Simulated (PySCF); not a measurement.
[CuMe2]-: computed shieldings and shifts

[CuMe2]-, [C2H6Cu]-, point group D3.

Bonds: Cu1-C2 1.960 Å, Cu1-C6 1.960 Å. C2 carries H3, H4, H5; C6 carries H7, H8, H9.

Total charge -1.

GIAO calculations in PySCF on the PBE0-D3(BJ)/def2-SVP structure: isolated species, non-relativistic, equivalent atoms averaged; basis pcSseg-1 (pcSseg-2 on Cu).

Question: Give the isotropic shieldings (ppm) with B3LYP, PBE, PBE0.

Answer: 
```json
{"atoms": "Cu1", "environment": "Cu bonded to 2 C", "B3LYP": "677", "PBE": "512", "PBE0": "742"}
{"atoms": "C2/C6", "environment": "carbon bonded to Cu, 3 H", "B3LYP": "200.8", "PBE": "199.5", "PBE0": "206.1"}
{"atoms": "H3/H4/H5/H7/H8/H9", "environment": "hydrogen on a carbon bonded to Cu", "B3LYP": "33.30", "PBE": "32.98", "PBE0": "33.22"}
{"atoms": "HOMO–LUMO gap (eV)", "environment": "–", "B3LYP": "5.78", "PBE": "4.25", "PBE0": "6.24"}
```

Question: And the chemical shifts, against references computed in the same way?

Answer: 
```
            atoms  nucleus, reference  B3LYP    PBE   PBE0
            C2/C6            13C, TMS  -21.5  -19.5  -21.7
H3/H4/H5/H7/H8/H9             1H, TMS  -1.92  -1.78  -1.96
```

Question: Which part of the shielding of Cu1 depends on the functional?

Answer: Diamagnetic: B3LYP 2401, PBE 2400, PBE0 2402 ppm; paramagnetic: B3LYP -1724, PBE -1888, PBE0 -1660 ppm. The diamagnetic part, set mainly by inner electrons, hardly moves; the paramagnetic part goes with low-lying magnetically allowed excitations and carries the spread.

Question: What couplings does PBE/pcJ-1 (pcSseg-1 on Cu) give?

Answer: 1J(C2,H3) = 105.1, 2J(C2,C6) = 26.0, 2J(H3,H4) = -10.7 Hz (averaged over equivalent pairs; isotopes 13C, 1H).
